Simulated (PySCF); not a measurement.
Geometry (Å), atoms numbered from 1 in this order:
```xyz
16

N     2.886    3.761    1.640
Si    2.033    3.522    3.118
C     0.261    4.219    3.097
Si   -0.947    2.937    2.428
Si    0.166    5.783    2.092
Cl    1.867    6.953    2.413
H     3.192    4.681    1.348
H     2.822    3.106    0.872
H     2.762    4.161    4.250
H     1.947    2.044    3.331
H    -0.032    4.467    4.134
H    -0.377    2.326    1.187
H    -1.176    1.860    3.438
H    -2.266    3.553    2.075
H    -0.999    6.624    2.482
H     0.106    5.493    0.631
```

Geometry: PBE0-D3(BJ)/def2-SVP; GIAO shifts from PySCF 2.14.0 with density-fitted response routines, gas phase, non-relativistic, averaged over equivalent atoms.

At PBE0/pcSseg-1 (180 basis functions, 27 s wall time on 1 thread of an x86-64 server CPU, shared host):
```json
{"atoms": "N1", "δ (ppm)": "11.5"}
{"atoms": "Si5", "δ (ppm)": "-4.6"}
{"atoms": "Si2", "δ (ppm)": "-33.9"}
{"atoms": "Si4", "δ (ppm)": "-73.1"}
{"atoms": "C3", "δ (ppm)": "-6.5"}
{"atoms": "Cl6", "δ (ppm)": "-16.0"}
{"atoms": "H15", "δ (ppm)": "5.23"}
{"atoms": "H9", "δ (ppm)": "5.14"}
{"atoms": "H16", "δ (ppm)": "4.99"}
{"atoms": "H10", "δ (ppm)": "4.65"}
{"atoms": "H12/H13/H14", "δ (ppm)": "3.88"}
{"atoms": "H7/H8", "δ (ppm)": "0.64"}
{"atoms": "H11", "δ (ppm)": "-0.28"}
```

References, each an isolated molecule treated in the same way: 15N (σ = 265.67 ppm) against NH3; 29Si (σ = 351.99 ppm), 13C (σ = 184.41 ppm), 1H (σ = 31.27 ppm) against TMS; 35Cl (σ = 943.27 ppm) vs HCl.

Q: What do these become at wB97X-D/pcSseg-1?

A: 
```csv
atoms,δ at wB97X-D/pcSseg-1,change
N1,9.2,-2.3
Si5,-3.5,+1.1
Si2,-33.1,+0.8
Si4,-70.9,+2.2
C3,-7.6,-1.1
Cl6,-24.7,-8.7
H15,5.13,-0.10
H9,5.01,-0.13
H16,4.89,-0.10
H10,4.57,-0.08
H12/H13/H14,3.85,-0.03
H7/H8,0.66,+0.02
H11,-0.44,-0.16
```

Shifts are taken against calculated references (same method and geometry level): 15N (σ = 263.98 ppm) vs NH3; 29Si (σ = 352.93 ppm) and 13C (σ = 184.54 ppm) and 1H (σ = 31.38 ppm) against TMS; 35Cl (σ = 939.37 ppm) against HCl.

The largest change is at Cl6 (chlorine bonded to Si). Cost: 180 basis functions, 25 s wall time on 1 thread of an x86-64 server CPU, shared host.

Experimental scales use liquid or dissolved standards, which lie at an offset from isolated NH3 (liquid NH3: subtract about 20 ppm).
